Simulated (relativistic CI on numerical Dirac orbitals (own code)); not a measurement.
# Electric-dipole lines of Ta23+

Method of calculation: Dirac-Coulomb-Breit CI, KLI orbitals optimised for each configuration, model QED, unscaled Slater integrals (own radial code, finite nucleus).

Configurations in the expansion (outside the closed core [Ar] 3d10 4p6 4d10): 4s2 4f4, 4s2 4f3 5s, 4s2 4f2 5s2, 4s2 4f3 5p, 4s2 4f2 5s 5p, 4s2 4f2 5p2, 4s2 4f3 5d, 4s2 4f2 5s 5d, 4s2 4f2 5p 5d, 4s2 4f3 5f, 4s2 4f3 6s, 4s2 4f3 6p, 4s 4f3 5s2. Levels of other configurations are missing.

| λ vac (Å) | Lower | Upper | A (s⁻¹) | gf | Branching (%) |
| --- | --- | --- | --- | --- | --- |
| 296.10 | 4s2 4f3 5s 5I°_5 [109] | 4s2 4f3 5p 5K_6 [192] | 2.77e+09 | 4.74e-01 | 16.9 |
| 299.54 | 4s2 4f3 5s 5I°_4 [108] | 4s2 4f3 5p 3H_4 [191] | 5.44e+09 | 6.59e-01 | 32.0 |
| 302.34 | 4s2 4f3 5s 5I°_7 [112] | 4s2 4f3 5p 5H_6 [196] | 1.13e+10 | 2.01e+00 | 66.0 |
| 304.48 | 4s2 4f3 5s 5I°_6 [110] | 4s2 4f3 5p 5I_5 [193] | 1.02e+10 | 1.56e+00 | 60.7 |
| 304.72 | 4s2 4f3 5s 5I°_7 [112] | 4s2 4f3 5p 5K_7 [194] | 7.04e+09 | 1.47e+00 | 42.4 |
| 305.88 | 4s2 4f3 5s 5I°_5 [109] | 4s2 4f3 5p 3H_4 [191] | 9.71e+09 | 1.23e+00 | 57.1 |
| 306.78 | 4s2 4f3 5s 3H°_4 [117] | 4s2 4f3 5p 3H_4 [199] | 4.30e+09 | 5.47e-01 | 25.8 |
| 307.16 | 4s2 4f3 5s 3G°_5 [118] | 4s2 4f3 5p 3H_4 [199] | 1.04e+10 | 1.32e+00 | 62.1 |
| 307.45 | 4s2 4f3 5s 5F°_1 [113] | 4s2 4f3 5p 5G_2 [195] | 8.54e+09 | 6.05e-01 | 52.2 |
| 307.73 | 4s2 4f3 5s 5F°_3 [119] | 4s2 4f3 5p 5G_3 [200] | 6.57e+09 | 6.53e-01 | 40.0 |
| 308.47 | 4s2 4f3 5s 5I°_4 [108] | 4s2 4f3 5p 5K_5 [190] | 1.01e+10 | 1.58e+00 | 62.7 |
| 308.61 | 4s2 4f3 5s 5I°_6 [110] | 4s2 4f3 5p 5K_6 [192] | 6.26e+09 | 1.16e+00 | 38.0 |
| 309.71 | 4s2 4f3 5s 3H°_4 [117] | 4s2 4f3 5p 3I_5 [198] | 8.84e+09 | 1.40e+00 | 53.7 |
| 309.88 | 4s2 4f3 5s 3I°_5 [111] | 4s2 4f3 5p 5I_5 [193] | 4.11e+09 | 6.51e-01 | 24.4 |
| 310.09 | 4s2 4f3 5s 3G°_5 [118] | 4s2 4f3 5p 3I_5 [198] | 5.94e+09 | 9.43e-01 | 36.1 |
| 311.03 | 4s2 4f3 5s 5F°_2 [114] | 4s2 4f3 5p 5G_2 [195] | 6.70e+09 | 4.86e-01 | 40.9 |
| 313.21 | 4s2 4f3 5s 3I°_6 [115] | 4s2 4f3 5p 5H_6 [196] | 4.47e+09 | 8.54e-01 | 26.2 |
| 314.15 | 4s2 4f3 5s 3I°_5 [111] | 4s2 4f3 5p 5K_6 [192] | 6.81e+09 | 1.31e+00 | 41.4 |
| 315.21 | 4s2 4f3 5s 5I°_5 [109] | 4s2 4f3 5p 5K_5 [190] | 5.13e+09 | 8.40e-01 | 31.8 |
| 315.77 | 4s2 4f3 5s 3I°_6 [115] | 4s2 4f3 5p 5K_7 [194] | 7.17e+09 | 1.61e+00 | 43.2 |

Terms are leading LS components. Brackets give the number of a level in order of energy, since labels repeat. The list gives strong lines, with weight on those to low levels, without lines whose two gauges differ by over a factor of 2.5, among the lowest 200 of 2889 levels, so that lines to higher ones, which can be the strongest, are missing. Levels whose partners in the same complex of configurations lie outside the list can be far off, and so can their lines. Rates are taken at the computed energies, electric ones in the length gauge.

At this charge energies of transitions that change n are usually good to better than 1 %, and those within a shell (Δn = 0) to a few per cent. Terms inside the open d or f shell come out 10 to 20 % too wide with unscaled integrals.

LS names give the leading component of a level, which can be under half, so a name can repeat, a term be missing and a line seem to break the LS rules.
